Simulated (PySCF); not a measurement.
Cartesian coordinates (Å):
SMILES: Br[B]Br
```xyz
3

Br     1.6752    -0.2817     0.0000
B     -0.0004     0.5658     0.0000
Br    -1.6748    -0.2841     0.0000
```
Charge 0, spin multiplicity 2.

Q: Estimate the total energy, dipole moment and highest occupied spin orbital that PBE-D3(BJ)/def2-TZVP // PBE0-D4/def2-TZVP run with PySCF returns for this input.

A: 
```
Quantity                               Value
-----------------------------  -------------
total energy                   -5172.3521 Ha
dipole moment                      0.115 e·Å
highest occupied spin orbital       -5.04 eV
```
